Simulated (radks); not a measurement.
Values are calculated unless marked as measured or tabulated.
Charge is removed step by step from the 6s down level of Hf+, starting from [Xe] 4f14 5d1 6s(up 1, down 1). Code: a radial shooting solver on a logarithmic mesh with Libxc functionals. Model: scalar-relativistic Kohn-Sham, PBE, spin-polarised, spherical densities, finite nucleus; open shells are filled with parallel spins first (spin-orbit coupling, left out, can overturn this in heavy ions); Fermi nuclear charge, rms radius 5.347 fm.

removed (e)	E - E(0) (eV)	eigenvalue (eV)	E minus straight line (eV)
0	0.000	-11.590	0.000
0.1	1.189	-12.195	-0.278
0.2	2.438	-12.804	-0.495
0.3	3.749	-13.416	-0.651
0.4	5.121	-14.032	-0.745
0.5	6.555	-14.654	-0.778
0.6	8.051	-15.283	-0.748
0.7	9.610	-15.921	-0.655
0.8	11.234	-16.566	-0.498
0.9	12.922	-17.192	-0.276
1	14.665	-17.560	0.000

Removing the whole electron costs 14.665 eV by Delta-SCF, against 11.590 eV from minus the eigenvalue at the starting occupation. Slater's transition state (half an electron removed) gives 14.654 eV. Integrating minus the eigenvalue over the occupation (Janak's theorem) gives 14.668 eV. In this scalar-relativistic scheme the density is built from large components alone, so the theorem holds only approximately. The mean slope of the eigenvalue, de/dn, is 5.97 eV per electron.
